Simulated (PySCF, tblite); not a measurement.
Isomers of C5H13NSi. Level: GFN2-xTB in tblite, geometry and Hessian alike; calculated harmonic values, unscaled, isolated species. Against measured fundamentals such values can be off by several per cent, at times by over 20. Modes of hydrogen on silicon can be 10 to 20 % off. One conformer each.

Electronic energies: PBE0/pcSseg-1 single points on the GFN2-xTB geometries (PySCF, gas phase).

```tsv
SMILES	electronic energy, lowest = 0 (kJ/mol)
C[C@@H]1CCCN1[SiH3]	13.8
C=C[C@](C)(N)C[SiH3]	116.5
CC[C@@H]1CC[Si@@H]1N	0.0
```

**Question.** How do GFN2-xTB zero-point energies change the relative energies?

**Answer.** 
```json
{"SMILES": "CC[C@@H]1CC[Si@@H]1N", "ZPE (kJ/mol)": "450.6", "of it from modes above 1550 cm⁻¹": "233.8", "electronic (kJ/mol)": "0.0", "with ZPE, lowest = 0 (kJ/mol)": "0.0", "lowest mode (cm⁻¹)": "38", "rings": "1"}
{"SMILES": "C[C@@H]1CCCN1[SiH3]", "ZPE (kJ/mol)": "442.6", "of it from modes above 1550 cm⁻¹": "218.2", "electronic (kJ/mol)": "13.8", "with ZPE, lowest = 0 (kJ/mol)": "5.8", "lowest mode (cm⁻¹)": "49", "rings": "1"}
{"SMILES": "C=C[C@](C)(N)C[SiH3]", "ZPE (kJ/mol)": "433.4", "of it from modes above 1550 cm⁻¹": "246.0", "electronic (kJ/mol)": "116.5", "with ZPE, lowest = 0 (kJ/mol)": "99.4", "lowest mode (cm⁻¹)": "72", "rings": "0"}
```

The zero-point energies span 17.2 kJ/mol, from `C=C[C@](C)(N)C[SiH3]` to `CC[C@@H]1CC[Si@@H]1N`. The order is unchanged.

**Question.** And how do the electronic energies of GFN2-xTB itself compare?

**Answer.** `CC[C@@H]1CC[Si@@H]1N` 147.0; `C[C@@H]1CCCN1[SiH3]` 0.0; `C=C[C@](C)(N)C[SiH3]` 226.7 kJ/mol, lowest = 0. Against the energies above, taken from the same isomer `CC[C@@H]1CC[Si@@H]1N`, the largest difference is 160.8 kJ/mol.

**Question.** What do entropy and thermal enthalpy add at 298.15 K and 1 bar (rigid rotor, harmonic oscillator, one conformer each)?

**Answer.** 
| SMILES | point group | symmetry number | S (J/(mol K)) | H − H(0) (kJ/mol) | ZPE + H − H(0) − TS (kJ/mol) |
| --- | --- | --- | --- | --- | --- |
| CC[C@@H]1CC[Si@@H]1N | C1 | 1 | 400.6 | 28.00 | 359.2 |
| C[C@@H]1CCCN1[SiH3] | C1 | 1 | 382.8 | 25.70 | 354.2 |
| C=C[C@](C)(N)C[SiH3] | C1 | 1 | 396.3 | 28.57 | 343.8 |
